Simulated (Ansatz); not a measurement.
System: CH₃OS (charge -1, singlet). 
Structure (B3LYP-D3(BJ)/def2-TZVP (Ansatz, a quantum-chemistry and plane-wave program) minimum search):
```
C
H 1 1.0973
H 1 1.0984 2 109.22
H 1 1.0984 2 109.22 3 -117.87
S 1 1.8292 2 108.98 4 -121.07
O 5 1.5798 1 104.31 2 180.00
```
Charge -1, spin multiplicity 1.

Basis-set convergence of Hartree-Fock and MP2 correlation energies (hartree) with Ansatz. Valence correlation only, unless marked. Spin-orbit coupling is left out. Non-relativistic.

| basis | functions | E(HF) | E(corr, MP2) |
|---|---|---|---|
| aug-cc-pV(D+d)Z | 105 | -511.98657 | -0.51773 |
| aug-cc-pV(T+d)Z | 216 | ? | ? |

Q: Complete the blanks.

A: 
- aug-cc-pV(T+d)Z, E(HF): -512.03283
- aug-cc-pV(T+d)Z, E(corr, MP2): -0.62996
